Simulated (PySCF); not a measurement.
Gas-phase reaction: 2 SnBr2 + I2 = SnI2 + SnBr4

Computed with PySCF (xtb for GFN2) and rigid-rotor harmonic-oscillator thermochemistry at 1 bar. † marks an energy on the PBE0/def2-TZVP geometry and frequencies; other levels use their own. MP2 and CCSD(T) freeze the core. All species are closed-shell singlets. I, Sn: scalar-relativistic def2 core potential, no spin-orbit coupling. Br: all electrons, no relativistic terms. MP2 isn't extrapolated to the basis-set limit. CCSD(T) isn't extrapolated to the basis-set limit.

```tsv
level	ΔH°(298 K), kJ
BLYP/def2-TZVP†	-81
CCSD(T)/def2-SVP†	-175
GFN2-xTB	-19
M06-2X/def2-TZVP†	-171
MP2/def2-SVP†	___
PBE/def2-TZVP†	___
PBE0/def2-SVP†	___
```

Question: What belongs in the gaps?

Answer: 
- MP2/def2-SVP†, ΔH°(298 K), kJ: -200
- PBE/def2-TZVP†, ΔH°(298 K), kJ: -122
- PBE0/def2-SVP†, ΔH°(298 K), kJ: -156
